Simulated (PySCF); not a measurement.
Ranking problems on computed properties.

All species are isolated and taken at one optimised geometry, non-relativistic unless stated; the electronic structure was computed with PySCF and density fitting.

The conformers computed, where there is a choice (atom-mapped SMILES and torsion angles):
- `[SiH3:1][O:2]/[CH:3]=[CH:4]\[CH:5]1[CH2:6][CH2:7]1`: Si1–O2–C3–C4 -164°, C3–C4–C5–C6 146°
- `[CH3:1][C:2](=[S:3])[O:4][SiH2:5][CH2:6][O:7][SiH3:8]`: C1–C2–O4–Si5 179°, C2–O4–Si5–C6 180°, O4–Si5–C6–O7 179°, Si5–C6–O7–Si8 164°
- `[CH3:1][C@@H:2]([NH:3][SiH2:4][SiH2:5][SiH3:6])[CH:7]([F:8])[F:9]`: C1–C2–N3–Si4 -159°, C2–N3–Si4–Si5 45°, N3–Si4–Si5–Si6 161°, C1–C2–C7–F8 56°
- `[CH3:1][C:2](=[O:3])[C@H:4]([SiH3:5])[O:6][SiH2:7][SH:8]`: C1–C2–C4–Si5 -75°, C2–C4–O6–Si7 13°, C4–O6–Si7–S8 68°, H–S8–Si7–O6 -94°
- `[CH3:1][O:2]/[CH:3]=[CH:4]/[C@@H:5]1[CH2:6][SiH2:7]1`: C1–O2–C3–C4 0°, C3–C4–C5–C6 26°
- `[CH3:1][C:2]#[C:3][CH2:4][SiH2:5][O:6][CH3:7]`: C3–C4–Si5–O6 180°, C4–Si5–O6–C7 180°
- `[CH2:1]=[C:2]([CH2:3][C:4]([F:5])([F:6])[F:7])[S:8][SiH3:9]`: C1–C2–C3–C4 -80°, C2–C3–C4–F5 -176°, C1–C2–S8–Si9 25°
- `[CH3:1][C:2]#[C:3][SiH2:4]/[C:5]([F:6])=[CH:7]\[SiH2:8][O:9][SiH3:10]`: C3–Si4–C5–F6 131°, C5–C7–Si8–O9 -31°, C7–Si8–O9–Si10 171°
- `[CH3:1][CH2:2][CH2:3]/[C:4](=[N:5]/[SiH3:6])[C@H:7]([CH3:8])[OH:9]`: C1–C2–C3–C4 -69°, C2–C3–C4–N5 93°, C3–C4–C7–C8 -91°, H–O9–C7–C4 -56°
- `[H]/[C:1]=[CH:2]\[CH2:3][CH:4]=[C:5]=[O:6]`: C1–C2–C3–C4 116°, C2–C3–C4–C5 96°
- `[CH2:1][C:2](=[C:3]=[O:4])[CH:5]=[CH2:6]`: C1–C2–C5–C6 0°

The conformers of `C[SiH2]CS[Si@@H](O)C=O` and `C=C[Si@@H](O)N(C)CCC` aren't listed.

Question: Rank by dipole moment, lowest first (PBE0/pcSseg-1 at GFN2-xTB geometries).
A. `CO/C=C/[C@@H]1C[SiH2]1`
B. `CC(=S)O[SiH2]CO[SiH3]`
C. `CC(=O)[C@H]([SiH3])O[SiH2]S`
D. `C[C@@H](N[SiH2][SiH2][SiH3])C(F)F`
E. `[SiH3]O/C=C\C1CC1`

Answer: E (0.70 D), A (1.15 D), D (2.15 D), B (3.12 D), C (5.26 D).

Question: Give the two extremes of that set in atomic units.

Answer: `[SiH3]O/C=C\C1CC1`: 0.28 au; `CC(=O)[C@H]([SiH3])O[SiH2]S`: 2.07 au.

Question: Rank by HOMO–LUMO gap, lowest first (PBE0/pcSseg-1 at GFN2-xTB geometries).
A. `C=C[Si@@H](O)N(C)CCC`
B. `CCC/C(=N/[SiH3])[C@H](C)O`
C. `CC#CC[SiH2]OC`
D. `C[SiH2]CS[Si@@H](O)C=O`
E. `C=C(CC(F)(F)F)S[SiH3]`
F. `CC#C[SiH2]/C(F)=C\[SiH2]O[SiH3]`

Answer: D (5.10 eV), A (5.78 eV), B (6.00 eV), E (6.32 eV), F (6.73 eV), C (7.65 eV).

Question: Give the two extremes of that set in kcal/mol.

Answer: `C[SiH2]CS[Si@@H](O)C=O`: 118 kcal/mol; `CC#CC[SiH2]OC`: 176 kcal/mol.

Question: Rank by HOMO energy, highest first (PBE0/pcSseg-1 at GFN2-xTB geometries).
A. `CC#C[Si@@]1(C#N)C[SiH2][SiH2]1`
B. `CO/C=C/[C@@H]1C[SiH2]1`
C. `C=C(CC(F)(F)F)S[SiH3]`
D. `C=C[Si@@H](O)N(C)CCC`
E. `CC#C[SiH2]/C(F)=C\[SiH2]O[SiH3]`
F. `C[C@@H](N[SiH2][SiH2][SiH3])C(F)F`
G. `N(/[SiH3])=C(\CCC)[C@@H](O)C`

Answer: B (-5.69 eV), D (-6.27 eV), G (-6.59 eV), C (-6.83 eV), F (-7.09 eV), E (-7.58 eV), A (-7.73 eV).

Question: By how much do the two ends of that ranking differ?

Answer: By 2.04 eV, between `CO/C=C/[C@@H]1C[SiH2]1` and `CC#C[Si@@]1(C#N)C[SiH2][SiH2]1`.

Question: Rank by smallest rotational constant, lowest first (GFN2-xTB).
A. `C(=C\[SiH2]O[SiH3])(/F)[SiH2]C#CC`
B. `[C@@H]1(/C=C/OC)C[SiH2]1`
C. `C[C@@H](N[SiH2][SiH2][SiH3])C(F)F`
D. `[CH2]C(=C=O)C=C` [radical]
E. `C=C(CC(F)(F)F)S[SiH3]`
F. `CC(=O)[C@H]([SiH3])O[SiH2]S`
G. `[H]/[C]=C\CC=C=O` [radical]
H. `CC#CC[SiH2]OC`

Answer: C (0.380 GHz), A (0.464 GHz), E (0.586 GHz), H (0.670 GHz), F (0.761 GHz), B (0.933 GHz), G (1.568 GHz), D (1.870 GHz).

Question: Give the two extremes of that set in cm⁻¹.

Answer: `C[C@@H](N[SiH2][SiH2][SiH3])C(F)F`: 0.0127 cm⁻¹; `[CH2]C(=C=O)C=C` [doublet state]: 0.0624 cm⁻¹.
